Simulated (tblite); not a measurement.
What does the GFN2-xTB structure of `C[Si](C)(C)c1ccccp1` look like in three dimensions?

```
atom  x, y, z in Å
C1    -2.128    1.326   -0.717
Si2   -1.258   -0.229   -0.041
C3    -1.619   -1.726   -1.166
C4    -1.855   -0.597    1.732
C5     0.633   -0.002    0.025
C6     1.243    1.170   -0.381
C7     2.609    1.403   -0.362
C8     3.525    0.462    0.079
C9     3.157   -0.785    0.537
P10    1.530   -1.375    0.633
H11   -3.203    1.177   -0.746
H12   -1.805    1.560   -1.727
H13   -1.937    2.195   -0.095
H14   -1.270   -1.556   -2.181
H15   -2.682   -1.939   -1.214
H16   -1.118   -2.614   -0.792
H17   -2.924   -0.781    1.761
H18   -1.355   -1.476    2.128
H19   -1.644    0.230    2.403
H20    0.607    1.969   -0.743
H21    2.976    2.361   -0.706
H22    4.577    0.720    0.064
H23    3.936   -1.465    0.865
```

Orientation and origin are arbitrary. Atoms count from 1 in this order. All 4 C–Si bonds measure 1.905 to 1.907 Å. Si2 (four-coordinate silicon) is tetrahedral (angles from 107.5° to 111.6°). P10 (phosphorus bonded to 2 C) is bent (angle 101.3°). The 6-membered ring C5–C6–C7–C8–C9–P10 has internal angles of 101.3° to 125.2°; it is planar, 0.00 Å rms from its mean plane, widest ring torsion 0°.

Bonds between heavy atoms (Å): C1–Si2 1.906, Si2–C3 1.907, Si2–C4 1.907, Si2–C5 1.905, C5–C6 1.383, C6–C7 1.386, C7–C8 1.385, C8–C9 1.379, C9–P10 1.733, C5–P10 1.749.

Structure optimised with GFN2-xTB, isolated species.

Point group: Cs (tolerance 0.08 Å). Its GFN2-xTB frequencies are all real (lowest 18 cm⁻¹). 2 starts were optimised and ended at 0.00 and 0.15 kcal/mol (GFN2-xTB); the lowest of these is shown.

These are computed values.
